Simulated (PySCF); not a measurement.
**Deuteron quadrupole couplings in `[SiH3]N[SiH]1[SiH2]CC[SiH2]1`**

Compound: C2H13NSi4.
Numbering: `[SiH3:1][NH:2][SiH:3]1[SiH2:4][CH2:5][CH2:6][SiH2:7]1` (hydrogens: H8, H9, H10 on Si1; H11 on N2; H12 on Si3; H13, H14 on Si4; H15, H16 on C5; H17, H18 on C6; H19, H20 on Si7)

Geometry (GFN2-xTB, Å), atoms numbered from 1 in this order:
```xyz
20
C2H13NSi4 angstrom
Si     2.9552   -0.2054    0.3369
N      2.0636    0.1935   -1.0879
Si     0.3344    0.2438   -1.3410
Si    -0.7448    1.7975    0.0136
C     -2.1466    0.6490    0.6447
C     -1.6727   -0.7775    0.9473
Si    -0.8162   -1.6187   -0.5489
H      2.1676    0.2792    1.4689
H      3.1568   -1.6554    0.4576
H      4.2484    0.4714    0.2314
H      2.6185    0.2393   -1.9256
H      0.2577    0.4921   -2.7962
H     -1.3883    2.9728   -0.5956
H     -0.0195    2.3235    1.1812
H     -2.9341    0.6025   -0.1129
H     -2.6142    1.0713    1.5368
H     -0.9704   -0.7447    1.7851
H     -2.5212   -1.3740    1.2898
H     -0.1086   -2.8087   -0.0518
H     -1.8706   -2.1409   -1.4363
```

Level: PBE0/pcSseg-1 (PySCF, non-relativistic); Q(2H) = 0.00286 b; rigid geometry, the same for H and D, with no vibrational averaging.

Task: Rank these positions by the coupling χzz of a deuteron there, largest first.
A. H12 (Si–H hydrogen)
B. H10 (Si–H hydrogen)
C. H16 (methylene hydrogen)
D. H11 (N–H hydrogen)

Result: D (294 kHz), C (210 kHz), B (108 kHz), A (104 kHz).

Task: What are Vzz, η and χzz (234.96 MHz × Q × Vzz) at all hydrogens?

Result: 
```csv
atom,bonded to,bond length (Å),Vzz (au),η,χzz (kHz)
H8,Si1,1.462,0.1621,0.05,109
H9,Si1,1.469,0.1566,0.01,105
H10,Si1,1.463,0.1611,0.04,108
H11,N2,1.006,0.4374,0.16,294
H12,Si3,1.478,0.1544,0.06,104
H13,Si4,1.472,0.1600,0.01,108
H14,Si4,1.472,0.1604,0.01,108
H15,C5,1.094,0.3080,0.03,207
H16,C5,1.092,0.3121,0.03,210
H17,C6,1.094,0.3079,0.03,207
H18,C6,1.092,0.3120,0.03,210
H19,Si7,1.471,0.1607,0.01,108
H20,Si7,1.474,0.1591,0.02,107
```

Task: Average by the element that carries the hydrogen.

Result: on Si: 107 kHz over 8 positions, mean bond length 1.470 Å; on N: 294 kHz over 1 position, mean bond length 1.006 Å; on C: 208 kHz over 4 positions, mean bond length 1.093 Å.

Task: How does χzz go with the bond length over the 8 Si–H bonds?

Result: A straight-line fit has a slope of -2.3 kHz for each 0.01 Å, with a correlation coefficient of -0.71, over lengths from 1.462 to 1.478 Å.

Isolated species at its GFN2-xTB geometry (one conformer only). GFN2-xTB bond lengths can be off by several hundredths of an ångström, more for odd bonds, and the gradients follow them. The small basis limits the accuracy of the gradients.
